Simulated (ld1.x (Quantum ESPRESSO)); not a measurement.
# Reading a pseudo-wave (B (Z = 5))

Columns: radius, all-electron u(r) and pseudo u(r) of the 2p shell (level -8.20 eV) of boron in the configuration [He] 2s2 2p0.5; LDA (PZ), scalar-relativistic, PAW scheme, ld1.x (Quantum ESPRESSO) 7.5.

| r (bohr) | all-electron | pseudo |
| --- | --- | --- |
| 0.195 | 0.0942 | 0.0086 |
| 0.390 | 0.2546 | 0.0338 |
| 0.585 | 0.4025 | 0.0736 |
| 0.780 | 0.5175 | 0.1249 |
| 0.975 | 0.5975 | 0.1837 |
| 1.170 | 0.6458 | 0.2456 |
| 1.365 | 0.6676 | 0.3060 |
| 1.560 | 0.6685 | 0.3608 |
| 1.755 | 0.6538 | 0.4065 |
| 1.950 | 0.6281 | 0.4405 |
| 2.145 | 0.5950 | 0.4612 |
| 2.340 | 0.5572 | 0.4684 |
| 2.535 | 0.5171 | 0.4630 |
| 2.730 | 0.4761 | 0.4465 |
| 2.925 | 0.4355 | 0.4216 |
| 3.120 | 0.3961 | 0.3909 |
| 3.315 | 0.3585 | 0.3572 |
| 3.510 | 0.3231 | 0.3230 |
| 3.705 | 0.2901 | 0.2901 |
| 3.900 | 0.2596 | 0.2596 |
| 4.095 | 0.2317 | 0.2317 |
| 4.290 | 0.2062 | 0.2062 |
| 4.485 | 0.1830 | 0.1830 |
| 4.680 | 0.1622 | 0.1622 |
| 4.875 | 0.1434 | 0.1434 |
| 5.070 | 0.1266 | 0.1266 |

How many radial nodes do the two functions have?

The all-electron 2p function has n − l − 1 = 0; the pseudo-wave has 0.

At about which radius was the pseudo-wave matched?

3.90 bohr. The columns agree to 0.0005 from 3.51 bohr on; several derivatives are matched, so the curves merge somewhat inside the radius.

Where does each function peak?

Outermost all-electron maximum near 1.56 bohr, pseudo maximum near 2.34 bohr (to the table’s step).

Is the pseudo-wave norm-conserving?

No, it belongs to a PAW set: the norm inside the radius is not constrained, and the difference is carried by the augmentation charge.
